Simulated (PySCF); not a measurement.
## How methods differ on the ionisation energy of Rb²⁵⁺

Rb²⁵⁺ [Ne] 3s2 → Rb²⁶⁺ [Ne] 3s1 [3s1/2^1, M_J = 1/2], as a difference of total energies. Calculation: PySCF 2.14, in an even-tempered Gaussian basis (19 s from 3.5 bohr⁻², ratio 2.4; 13 p from 4.5 bohr⁻², ratio 2.4; 5 d from 16 bohr⁻², ratio 2.6; 4 f from 23 bohr⁻², ratio 2.6); the two-component X2C-1e Hamiltonian. Correlated levels: 1s2 frozen; the 52 highest virtual spinors dropped. "Screened" scales the spin-orbit matrix elements by Boettger's factors to mimic the two-electron term; Breit and QED terms are absent.

| method | ionisation energy (eV) |
| --- | --- |
| GHF (screened spin-orbit) | 1237.5 |
| GMP2 (screened spin-orbit) | 1240.4 |

How much does correlation contribute at GMP2 (screened spin-orbit)?

1240.4 − (1237.5) = 2.9 eV, measured against GHF (screened spin-orbit).

Breit and QED terms and the two-electron picture change are absent.

For comparison: 1242.5 ± 1.7 eV (semi-empirical (NIST evaluation); NIST Atomic Spectra Database, ionization energies).
